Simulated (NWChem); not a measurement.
Molecule: CH3Cl3Si; SMILES C[Si](Cl)(Cl)Cl

Program: NWChem. Pople sets run with spherical d functions. B3LYP is NWChem's, with the RPA form of VWN correlation. Each level has its own optimisation; frequencies are unscaled.

| level | r C–Si (Å) | r C–H (Å) | r Cl–Si (Å) | highest harmonic frequency (cm⁻¹) | lowest (cm⁻¹) | zero-point energy (kcal/mol) | dipole (D) |
|---|---|---|---|---|---|---|---|
| Hartree-Fock/STO-3G | 1.853 | 1.083 | 2.078 | 3764 | 127 | 32.1 | 3.30 |
| Hartree-Fock/3-21G | 1.872 | 1.084 | 2.144 | 3285 | 154 | 28.3 | 3.85 |
| Hartree-Fock/6-31G* | 1.858 | 1.085 | 2.047 | 3286 | 168 | 28.6 | 2.47 |
| B3LYP/6-31G* | 1.861 | 1.095 | 2.065 | 3145 | 154 | 26.9 | 2.42 |
| LDA (Slater exchange, VWN5)/def2-SVP | 1.837 | 1.110 | 2.048 | 3097 | 147 | 25.8 | 2.01 |
| PBE/def2-SVP | 1.862 | 1.108 | 2.071 | 3096 | 147 | 25.9 | 2.04 |
| BLYP/def2-SVP | 1.873 | 1.108 | 2.086 | 3061 | 147 | 25.8 | 1.98 |
| PBE0/def2-SVP | 1.848 | 1.100 | 2.054 | ___ | 153 | 26.7 | ___ |

### Question
Some entries are withheld; supply them.

### Answer

- PBE0/def2-SVP, highest harmonic frequency (cm⁻¹): 3183
- PBE0/def2-SVP, dipole (D): 2.12
